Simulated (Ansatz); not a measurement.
Coupled-cluster diagnostics for Ti3H⁺, Ansatz.

Geometry of the singlet (r2SCAN-D4/def2-TZVP):

| atom | x (Å) | y (Å) | z (Å) |
| --- | --- | --- | --- |
| Ti1 | 0.650 | 0.516 | -0.080 |
| Ti2 | -1.608 | -1.281 | 0.277 |
| Ti3 | -0.363 | -0.344 | 1.328 |
| H4 | 1.320 | 1.108 | -1.525 |

Correlated methods freeze 15 core orbitals; core or outer-core shells of Ti are correlated, in sets that lack core-valence functions. No other spin state of charge 1 was run. Another isomer (triplet) lies 2.19 eV lower at PBE0-D4/def2-TZVP; other spin states weren't run for this one.

(1) Estimate the CCSD(T) correlation energy, the shares of MP2 and (T), T1 and the reference's ⟨S²⟩ for: charge 1, singlet, own geometry in def2-TZVPP; and the rough time on 4 threads of Intel Xeon Platinum 8175M on a shared host.

Answers

(1) 
| state | basis | correlation (eV) | MP2 share (%) | (T) share (%) | T1 | ⟨S²⟩ (pure) | wall time | remarks |
| --- | --- | --- | --- | --- | --- | --- | --- | --- |
| charge 1, singlet, own geometry | def2-TZVPP | -39.133 | 99.9 | 8.3 | 0.069 | 0.00 (0.00) | 4.6 min | large T1 (0.069), restricted SCF unstable |
Customary marks for T1 are 0.02 (closed shells), 0.045 (open shells) and about 0.05 (3d metals). T1 exceeds 0.02 in 1 of 1 rows and 0.045 in 1; the higher it lies, the less the single-reference result can be trusted.
